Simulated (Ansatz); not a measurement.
Ansatz (an electronic-structure program) job for C₂H₉AlSi, SMILES [CH3][Al]([CH3])[SiH3], CAM-B3LYP/def2-SVPD. The structure is a stationary point at ωB97X-D3(BJ)/def2-SVP. The structure was generated by enumeration; whether it is a known compound was not checked.

Ansatz 0.2 input:
```yaml
crystal:
  periodic: [false, false, false]
  atoms:
    - {symbol: Al, position_ang: [0.31525679, -0.30046079, 0.29022162]}
    - {symbol: C, position_ang: [2.16897912, -0.54483538, -0.29896541]}
    - {symbol: H, position_ang: [2.63620383, -1.45452062, 0.11367368]}
    - {symbol: H, position_ang: [2.77976068, 0.31176738, 0.04373966]}
    - {symbol: H, position_ang: [2.26751155, -0.57274476, -1.39724246]}
    - {symbol: C, position_ang: [-0.37547617, -1.12933237, 1.92680945]}
    - {symbol: H, position_ang: [-1.18214857, -1.84578600, 1.68594473]}
    - {symbol: H, position_ang: [-0.83106946, -0.37708044, 2.59493838]}
    - {symbol: H, position_ang: [0.39162454, -1.67427615, 2.50091268]}
    - {symbol: Si, position_ang: [-1.17128582, 1.09590300, -1.06448049]}
    - {symbol: H, position_ang: [-2.40835463, 1.52703173, -0.33837785]}
    - {symbol: H, position_ang: [-1.62532771, 0.35564507, -2.28816253]}
    - {symbol: H, position_ang: [-0.48955493, 2.33831877, -1.55264461]}
basis:
  gaussian:
    orbitals: def2-SVPD
hamiltonian:
  xc: {name: CAM-B3LYP}
```

Log of the run:

```
WARN ansatz: RAYON_NUM_THREADS=1 ignored (pool sized by the plan → 1); use --threads N
Functional definition: CAM-B3LYP
integrals: 0.11 GiB planned
1389 factors; their error is unknown
integrals: 0.14 GiB planned
652 factors; integrals over basis functions are off by at most 5.9e-6 eV
mean field: 1.01 GiB planned
mean field evaluation 1: about -16681.2031 eV, gradient 5.4e1 eV
mean field evaluation 2: about -16681.9455 eV, gradient 4.9e1 eV
mean field evaluation 4: about -16688.1293 eV, gradient 6.4e-1 eV
mean field evaluation 8: about -16688.1986 eV, gradient 5.5e-3 eV
mean field -16688.19860208 eV, -613.2799869591 hartree, gradient 3.4e-5 eV, S^2 0.000000; 0 other end points of the search recorded, 0 dependent functions left out
reference -16688.19877550 eV, -613.2799933323 hartree; 24, 24 occupied and 136, 136 virtual orbitals, 1389 factors
Total energy: -16688.19877550 eV, -613.2799933323 hartree
```

The run converged.
